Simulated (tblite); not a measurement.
A geometry optimisation, step by step.

Compound: C4H10AsOSi (doublet state).
Numbering: `[CH3:1][SiH2:2][As:3][CH2:4][C:5]([CH3:6])=[O:7]` (hydrogens: H8, H9, H10 on C1; H11, H12 on Si2; H13, H14 on C4; H15, H16, H17 on C6)
Bond orders are those of one Lewis drawing.

Computed with GFN2-xTB (tblite), gas phase: L-BFGS steps from a force-field or distance-geometry start until the largest atomic force falls under 0.01 eV/Å. 8 of its 116 geometries are shown.

Step 0: E = -592.3906 eV, largest atomic force 1.287 eV/Å
```
atom  x, y, z in Å  |  force x, y, z in eV/Å
C1     -3.208    0.611    0.060   -1.190   0.436   0.225
Si2    -1.447    0.141   -0.272    1.048  -0.459   0.495
As3    -0.564   -0.925    1.621   -0.331   0.283   0.002
C4      1.167   -1.312    0.765    0.641  -0.933  -0.360
C5      1.973   -0.064    0.611    0.336   0.379   0.502
C6      2.363    0.435   -0.758   -0.059  -0.017  -0.541
O7      2.327    0.566    1.588   -0.204  -0.175  -0.004
H8     -3.255    1.308    0.933   -0.183  -0.618  -0.760
H9     -3.805   -0.301    0.283    0.241   0.806  -0.107
H10    -3.637    1.117   -0.830    0.083  -0.338   0.769
H11    -0.663    1.345   -0.556    0.026   0.142  -0.223
H12    -1.385   -0.781   -1.409    0.022   0.009  -0.263
H13     1.722   -2.019    1.438   -0.344   0.601  -0.479
H14     0.998   -1.827   -0.202    0.170   0.231   0.377
H15     3.471    0.465   -0.835   -0.740   0.029   0.098
H16     1.960   -0.213   -1.547    0.160   0.260   0.155
H17     1.976    1.467   -0.899    0.323  -0.637   0.114
```

Step 16: E = -592.5648 eV, largest atomic force 0.101 eV/Å
```
atom  x, y, z in Å  |  force x, y, z in eV/Å
C1     -3.225    0.615    0.072   -0.002   0.004  -0.006
Si2    -1.412    0.150   -0.248   -0.005   0.008   0.030
As3    -0.509   -0.872    1.621    0.019  -0.032   0.015
C4      1.228   -1.354    0.745    0.005   0.002   0.014
C5      1.981   -0.070    0.639   -0.048   0.016  -0.012
C6      2.334    0.411   -0.748    0.004  -0.003   0.007
O7      2.272    0.574    1.623   -0.012  -0.040  -0.030
H8     -3.311    1.294    0.916    0.016  -0.003   0.003
H9     -3.833   -0.258    0.290    0.030  -0.015   0.002
H10    -3.654    1.108   -0.794   -0.014   0.008  -0.001
H11    -0.690    1.365   -0.654    0.000   0.099  -0.020
H12    -1.355   -0.723   -1.437   -0.020  -0.051  -0.057
H13     1.761   -2.027    1.417   -0.008  -0.007   0.038
H14     1.078   -1.842   -0.218    0.027   0.005   0.020
H15     3.421    0.435   -0.825    0.005  -0.001  -0.027
H16     1.929   -0.226   -1.527   -0.010   0.016   0.014
H17     1.978    1.431   -0.882    0.012  -0.007   0.012
```

Step 33: E = -592.5767 eV, largest atomic force 0.073 eV/Å
```
atom  x, y, z in Å  |  force x, y, z in eV/Å
C1     -3.203    0.607    0.081    0.015  -0.004  -0.014
Si2    -1.387    0.207   -0.314   -0.016  -0.023   0.027
As3    -0.524   -0.882    1.545   -0.002   0.031  -0.050
C4      1.256   -1.380    0.767   -0.015  -0.034   0.052
C5      1.970   -0.082    0.643   -0.038   0.012   0.032
C6      2.296    0.405   -0.744    0.012   0.002  -0.003
O7      2.258    0.576    1.621   -0.010  -0.012   0.027
H8     -3.275    1.269    0.941    0.003  -0.017  -0.027
H9     -3.763   -0.296    0.312    0.012   0.019  -0.010
H10    -3.687    1.095   -0.758   -0.020  -0.005   0.025
H11    -0.738    1.468   -0.720    0.019  -0.021   0.028
H12    -1.347   -0.656   -1.515    0.001   0.015  -0.026
H13     1.750   -1.998    1.515    0.049  -0.042   0.035
H14     1.178   -1.931   -0.169   -0.023   0.057  -0.005
H15     3.378    0.351   -0.856    0.023   0.006  -0.069
H16     1.822   -0.187   -1.521   -0.031   0.002   0.005
H17     2.009    1.449   -0.839    0.020   0.012  -0.027
```

Step 49: E = -592.5867 eV, largest atomic force 0.072 eV/Å
```
atom  x, y, z in Å  |  force x, y, z in eV/Å
C1     -3.180    0.585    0.071   -0.022   0.007   0.016
Si2    -1.368    0.224   -0.375   -0.051   0.008   0.033
As3    -0.541   -0.889    1.485    0.023  -0.028   0.007
C4      1.280   -1.381    0.806   -0.053  -0.016   0.018
C5      1.966   -0.071    0.666    0.051  -0.009   0.050
C6      2.254    0.396   -0.738   -0.012   0.013  -0.010
O7      2.260    0.600    1.632   -0.013   0.008   0.019
H8     -3.226    1.232    0.945   -0.010  -0.005  -0.012
H9     -3.711   -0.332    0.317    0.014   0.010  -0.017
H10    -3.720    1.076   -0.732    0.041  -0.010  -0.008
H11    -0.717    1.504   -0.702    0.013   0.023  -0.004
H12    -1.337   -0.559   -1.628    0.017  -0.024   0.000
H13     1.756   -1.976    1.586    0.013  -0.001   0.004
H14     1.238   -1.946   -0.123    0.004  -0.010  -0.010
H15     3.311    0.227   -0.940   -0.006  -0.025  -0.004
H16     1.659   -0.140   -1.470   -0.023   0.019  -0.049
H17     2.072    1.464   -0.810    0.014   0.040  -0.034
```

Step 66: E = -592.6033 eV, largest atomic force 0.053 eV/Å
```
atom  x, y, z in Å  |  force x, y, z in eV/Å
C1     -3.174    0.578    0.039    0.005  -0.016   0.005
Si2    -1.341    0.216   -0.300   -0.006  -0.003  -0.024
As3    -0.532   -0.977    1.520    0.012   0.042  -0.001
C4      1.304   -1.372    0.823   -0.002   0.019   0.001
C5      1.947   -0.038    0.667    0.008   0.012  -0.026
C6      2.199    0.408   -0.751    0.009   0.008  -0.014
O7      2.235    0.651    1.620   -0.032  -0.015   0.015
H8     -3.288    1.218    0.910    0.001  -0.014   0.002
H9     -3.716   -0.344    0.231   -0.029   0.010   0.006
H10    -3.647    1.075   -0.801    0.011  -0.011   0.007
H11    -0.679    1.499   -0.590    0.000   0.016   0.032
H12    -1.256   -0.549   -1.565    0.007  -0.010   0.001
H13     1.824   -1.945    1.591   -0.018  -0.023  -0.003
H14     1.272   -1.936   -0.110    0.016   0.005   0.023
H15     3.154   -0.008   -1.071    0.029  -0.044  -0.009
H16     1.422    0.047   -1.418   -0.005   0.002  -0.038
H17     2.269    1.491   -0.804   -0.004   0.021   0.024
```

Step 82: E = -592.6081 eV, largest atomic force 0.061 eV/Å
```
atom  x, y, z in Å  |  force x, y, z in eV/Å
C1     -3.181    0.557    0.033   -0.030   0.001  -0.004
Si2    -1.341    0.209   -0.266    0.025   0.002  -0.056
As3    -0.518   -0.958    1.558   -0.005  -0.011   0.010
C4      1.299   -1.361    0.818    0.002  -0.033  -0.007
C5      1.934   -0.025    0.650   -0.013   0.004   0.026
C6      2.217    0.404   -0.767    0.002   0.001   0.022
O7      2.184    0.680    1.603    0.016   0.031  -0.009
H8     -3.311    1.192    0.905   -0.024  -0.027   0.009
H9     -3.742   -0.358    0.195    0.003  -0.015   0.035
H10    -3.624    1.066   -0.816   -0.018   0.026  -0.017
H11    -0.702    1.514   -0.516    0.015  -0.004  -0.008
H12    -1.215   -0.545   -1.538    0.003   0.028   0.044
H13     1.836   -1.937    1.573   -0.015   0.013   0.002
H14     1.252   -1.928   -0.111   -0.002   0.012  -0.017
H15     3.116   -0.111   -1.102    0.004  -0.026  -0.029
H16     1.394    0.136   -1.423    0.031  -0.013  -0.009
H17     2.395    1.475   -0.807    0.007   0.012   0.007
```

Step 99: E = -592.6151 eV, largest atomic force 0.017 eV/Å
```
atom  x, y, z in Å  |  force x, y, z in eV/Å
C1     -3.215    0.514    0.044   -0.007  -0.003  -0.004
Si2    -1.356    0.261   -0.246   -0.004   0.001  -0.001
As3    -0.540   -0.919    1.572    0.008   0.003  -0.002
C4      1.267   -1.322    0.810    0.006   0.002  -0.002
C5      1.923    0.005    0.633    0.004   0.002  -0.001
C6      2.300    0.366   -0.781   -0.001  -0.004  -0.004
O7      2.114    0.752    1.566    0.002  -0.013   0.000
H8     -3.382    1.097    0.947   -0.008  -0.007  -0.004
H9     -3.725   -0.438    0.166   -0.004   0.000   0.002
H10    -3.682    1.038   -0.782    0.001   0.005  -0.004
H11    -0.750    1.586   -0.469    0.005   0.002   0.004
H12    -1.170   -0.467   -1.523   -0.016   0.006   0.003
H13     1.808   -1.907    1.555    0.006   0.010   0.003
H14     1.210   -1.883   -0.122   -0.002  -0.008   0.005
H15     3.101   -0.293   -1.112   -0.001   0.005   0.003
H16     1.448    0.227   -1.442    0.002   0.000   0.002
H17     2.641    1.397   -0.827    0.009   0.000  -0.001
```

Step 115: E = -592.6158 eV, largest atomic force 0.010 eV/Å
```
atom  x, y, z in Å  |  force x, y, z in eV/Å
C1     -3.230    0.504    0.044   -0.004  -0.001   0.001
Si2    -1.367    0.271   -0.235    0.001   0.003  -0.002
As3    -0.537   -0.909    1.578   -0.001   0.002  -0.001
C4      1.267   -1.313    0.810    0.000  -0.001  -0.001
C5      1.930    0.009    0.626   -0.002   0.000   0.002
C6      2.324    0.357   -0.786    0.000   0.003   0.000
O7      2.113    0.763    1.555    0.004  -0.003   0.003
H8     -3.415    1.072    0.952    0.001   0.003  -0.001
H9     -3.733   -0.454    0.148   -0.002  -0.002  -0.005
H10    -3.693    1.035   -0.780   -0.002   0.002   0.004
H11    -0.765    1.600   -0.447   -0.004  -0.002   0.003
H12    -1.184   -0.444   -1.519    0.005  -0.004   0.001
H13     1.811   -1.895    1.557   -0.002   0.003  -0.001
H14     1.205   -1.881   -0.118    0.005   0.000   0.000
H15     3.098   -0.333   -1.120   -0.007  -0.001  -0.004
H16     1.465    0.256   -1.447    0.003  -0.009   0.003
H17     2.704    1.374   -0.830    0.005   0.006  -0.003
```

**Question.** Summarise the path.

**Answer.** The energy falls by 21.73 kJ/mol from step 0 to step 115; nine tenths of that is first reached at step 58. It rises by more than 0.2 meV at step 61. The largest force goes from 1.287 to 0.010 eV/Å. Among the bonds C1–Si2 changes most, from 1.853 to 1.898 Å; the atoms move by 0.384 Å rms after alignment.

**Question.** Follow the three bonds and two angles with the largest change from start to end.

**Answer.** 
| step | E above end (kJ/mol) | largest force (eV/Å) | C1–Si2 (Å) | As3–C4 (Å) | C4–H13 (Å) | As3–Si2–H11 (°) | As3–C4–C5 (°) |
| --- | --- | --- | --- | --- | --- | --- | --- |
| 0 | 21.73 | 1.287 | 1.853 | 1.970 | 1.123 | 109.2 | 110.8 |
| 5 | 7.35 | 0.181 | 1.889 | 2.009 | 1.091 | 111.8 | 109.0 |
| 10 | 5.59 | 0.152 | 1.903 | 1.995 | 1.089 | 112.6 | 106.5 |
| 15 | 5.00 | 0.094 | 1.898 | 2.007 | 1.091 | 113.2 | 105.4 |
| 20 | 4.66 | 0.061 | 1.900 | 2.001 | 1.091 | 114.3 | 104.5 |
| 25 | 4.40 | 0.059 | 1.899 | 2.008 | 1.091 | 115.7 | 104.2 |
| 30 | 4.10 | 0.083 | 1.896 | 2.002 | 1.090 | 116.6 | 104.0 |
| 35 | 3.62 | 0.072 | 1.901 | 2.004 | 1.090 | 117.0 | 103.9 |
| 40 | 3.27 | 0.060 | 1.902 | 2.005 | 1.091 | 116.7 | 103.6 |
| 45 | 2.98 | 0.063 | 1.900 | 2.002 | 1.090 | 115.9 | 103.9 |
| 50 | 2.75 | 0.091 | 1.902 | 2.004 | 1.090 | 116.1 | 103.4 |
| 55 | 2.38 | 0.081 | 1.897 | 2.000 | 1.091 | 116.0 | 103.8 |
| 60 | 1.81 | 0.141 | 1.900 | 2.003 | 1.089 | 116.8 | 104.5 |
| 65 | 1.30 | 0.067 | 1.897 | 2.001 | 1.091 | 116.8 | 104.9 |
| 70 | 1.03 | 0.042 | 1.899 | 2.005 | 1.091 | 115.5 | 104.6 |
| 75 | 0.93 | 0.038 | 1.899 | 2.004 | 1.090 | 115.1 | 104.2 |
| 80 | 0.85 | 0.046 | 1.897 | 2.005 | 1.091 | 114.9 | 104.2 |
| 85 | 0.65 | 0.077 | 1.899 | 2.002 | 1.090 | 115.1 | 104.3 |
| 90 | 0.40 | 0.070 | 1.897 | 2.002 | 1.091 | 115.6 | 104.9 |
| 95 | 0.11 | 0.027 | 1.898 | 2.001 | 1.091 | 115.8 | 105.4 |
| 100 | 0.07 | 0.017 | 1.898 | 2.002 | 1.090 | 115.5 | 105.3 |
| 105 | 0.03 | 0.014 | 1.898 | 2.002 | 1.091 | 115.2 | 105.3 |
| 110 | 0.01 | 0.013 | 1.899 | 2.002 | 1.091 | 115.2 | 105.4 |
| 115 | 0.00 | 0.010 | 1.898 | 2.002 | 1.091 | 115.2 | 105.6 |

What follows is the cost of the whole relaxation. Hardware: Arm Neoverse V1, one thread, shared host with 32 logical CPUs at a one-minute load of 14. Cost: 0.9 s wall.
